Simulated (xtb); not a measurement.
H6O7Si2, triplet, at the geometry of the source list (a higher spin typed on purpose: for a closed-shell molecule this is an excited state); GFN2-xTB run with xtb 6.7.1.

Here is a job for xtb.
```
$ xtb mol.xyz --gfn 2 --uhf 2 --hess --json

# file mol.xyz
15

O      2.80810000     0.41600000     0.64760000
Si     1.46310000    -0.42440000     0.32690000
O      1.66050000    -1.34630000    -0.98680000
O      1.13080000    -1.36690000     1.59840000
O      0.27490000     0.66570000     0.04810000
Si    -1.29640000     0.50770000    -0.28770000
O     -1.74180000     1.81820000    -1.14100000
O     -1.48810000    -0.89340000    -1.09230000
O     -2.24410000     0.43120000     1.02340000
H      3.16180000     0.98130000    -0.03060000
H      0.87640000    -1.76070000    -1.34010000
H      1.17170000    -0.99450000     2.47420000
H     -1.17380000     2.11840000    -1.84410000
H     -2.33050000    -1.33300000    -1.00620000
H     -2.27280000     1.18080000     1.61010000
```

Q: What does xtb print? Leave out banner, timings and long lists.

A: 
```
   ID    Z sym.   atoms
    1    8 O      1, 3-5, 7-9
    2   14 Si     2, 6
    3    1 H      10-15

           -------------------------------------------------
          |                Calculation Setup                |
           -------------------------------------------------

molecular fragmentation (1/2 indicates fragments):
111111112111112
# atoms in fragment 1/2:    13     2
 fragment masses (1/2) :      157.21       17.01
CMA distance (Bohr)    :   5.398
constraining FC (au)   :  0.0500

           -------------------------------------------------
          |                 G F N 2 - x T B                 |
           -------------------------------------------------

          ...................................................
          :                      SETUP                      :
          :.................................................:
          :  # basis functions                  54          :
          :  # atomic orbitals                  52          :
          :  # shells                           26          :
          :  # electrons                        56          :
          :  max. iterations                   250          :
          :  Hamiltonian                  GFN2-xTB          :
          :  restarted?                      false          :
          :  GBSA solvation                  false          :
          :  PC potential                    false          :
          :  electronic temp.          300.0000000     K    :
          :  accuracy                    1.0000000          :
          :  -> integral cutoff          0.2500000E+02      :
          :  -> integral neglect         0.1000000E-07      :
          :  -> SCF convergence          0.1000000E-05 Eh   :
          :  -> wf. convergence          0.1000000E-03 e    :
          :  Broyden damping             0.4000000          :
          :  net charge                          0          :
          :  unpaired electrons                  2          :
          ...................................................

 iter      E             dE          RMSdq      gap      omega  full diag
   1    -35.1993935 -0.351994E+02  0.896E+00    0.40       0.0  T
   2    -35.1994466 -0.531169E-04  0.569E+00    0.50       1.0  T
   3    -35.0727562  0.126690E+00  0.485E+00    0.60       1.0  T
   4    -35.0414158  0.313405E-01  0.334E+00    0.76       1.0  T
   5    -35.1272589 -0.858431E-01  0.259E+00    0.66       1.0  T
[...]
         :: total energy             -35.014983078081 Eh    ::
[...]
       8    258.07    -0.49934 ( 99.86%)    -0.57032 (  0.14%)    -0.49944
   ------------------------------------------------------------------------

   temp. (K)  partition function   enthalpy   heat capacity  entropy
                                   cal/mol     cal/K/mol   cal/K/mol   J/K/mol
 298.15  VIB  0.186E+04             4174.126     24.131     26.579
         ROT  0.798E+06              888.752      2.981     29.988
         INT  0.149E+10             5062.878     27.112     56.567
         TR   0.222E+28             1481.254      4.968     41.354
         TOT                        6544.1321    32.0804    97.9212   409.7023

       T/K    H(0)-H(T)+PV         H(T)/Eh          T*S/Eh         G(T)/Eh
   ------------------------------------------------------------------------
    298.15    0.104287E-01    0.859986E-01    0.465255E-01    0.394730E-01
   ------------------------------------------------------------------------

         :::::::::::::::::::::::::::::::::::::::::::::::::::::
         ::                  THERMODYNAMIC                  ::
         :::::::::::::::::::::::::::::::::::::::::::::::::::::
         :: total free energy         -34.975510030434 Eh   ::
         ::.................................................::
         :: total energy              -35.014983078640 Eh   ::
         :: zero point energy           0.075569832720 Eh   ::
         :: G(RRHO) w/o ZPVE           -0.036096784513 Eh   ::
         :: G(RRHO) contrib.            0.039473048206 Eh   ::
         :::::::::::::::::::::::::::::::::::::::::::::::::::::
imag cut-off (cm-1) :    5.00
 found           12  significant imaginary frequencies
 writing imag mode distorted coords to xtbhess.xyz
 for further optimization.

           -------------------------------------------------
          | TOTAL ENERGY              -35.014983078640 Eh   |
          | TOTAL ENTHALPY            -34.928984507612 Eh   |
          | TOTAL FREE ENERGY         -34.975510030434 Eh   |
          | GRADIENT NORM               0.124859970186 Eh/α |
          | HOMO-LUMO GAP               0.766026093979 eV   |
           -------------------------------------------------
########################################################################
[WARNING] Runtime exception occurred
-1- hessian_numhess: Hessian on incompletely optimized geometry!
########################################################################

normal termination of xtb
```
